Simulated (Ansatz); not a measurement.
CH4Si (SMILES C[SiH]) moved off its minimum; all values from Ansatz (an electronic-structure program), cores frozen in correlated methods.
(charge 0, multiplicity 1)
```xyz
6

Si    -0.41546    -0.40227     0.58875
H     -1.37172    -0.77309    -0.59230
C      0.78110     0.53101    -0.59398
H      1.73063     0.91196    -0.10089
H      0.29907     1.31004    -1.04975
H      1.11054    -0.13449    -1.45380
```

Forces at r2SCAN/def2-TZVPP (eV/Å):

```
atom      Fx      Fy      Fz
----  ------  ------  ------
Si1    0.065   0.090  -0.780
H2     0.191   0.087   0.410
C3     2.667  -2.563   1.169
H4    -1.148  -0.376  -0.484
H5    -1.388   2.255  -1.219
H6    -0.388   0.508   0.905
```

Question: Give the forces (eV/Å), the total energy and the dipole at CCSD(T)/aug-cc-pV(T+d)Z.

Answer: 
```csv
atom,Fx,Fy,Fz
Si1,-0.081,0.001,-0.796
H2,0.216,0.084,0.498
C3,2.782,-2.473,1.039
H4,-1.117,-0.370,-0.457
H5,-1.427,2.306,-1.197
H6,-0.373,0.451,0.913
```
Energy -329.4259 hartree, dipole 0.83 D.

Doubts at one or more of the structures used: a restricted determinant that unrestricted orbitals would lower (CCSD(T)/aug-cc-pV(T+d)Z).
